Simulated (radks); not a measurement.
Results of a calculation; reference values are marked as such.
Task: These are the eigenvalues of the occupied orbitals of an atom or ion with whole-number occupations (eV). Level of theory: scalar-relativistic Kohn-Sham, PBEsol, spin-polarised, spherical densities, finite nucleus; Fermi nuclear charge, rms radius of each element as measured or else 0.836 A^(1/3) + 0.57 fm (a radial shooting solver on a logarithmic mesh with Libxc functionals).

| orbital | eigenvalue |
|---|---|
| 1s up | -1690.751 |
| 1s down | -1684.791 |
| 2s up | -254.9726 |
| 2s down | -242.8808 |
| 2p up | -221.3882 |

Which element is it, and in what charge state? The configuration may be excited. Open shells, if any, are filled with parallel spins first.

Result: Z = 13, aluminium, charge +6: Al6+ in [He] 2s2 2p3. The list shows which subshells hold electrons but not how many an open one holds; the 1s level, -62.134 hartree, gives Z - s = 11.1 by -(Z - s)^2/2, which with screening and relativity narrows Z to a few neighbours, and the depths of the outer levels then fix element, charge and occupations together.
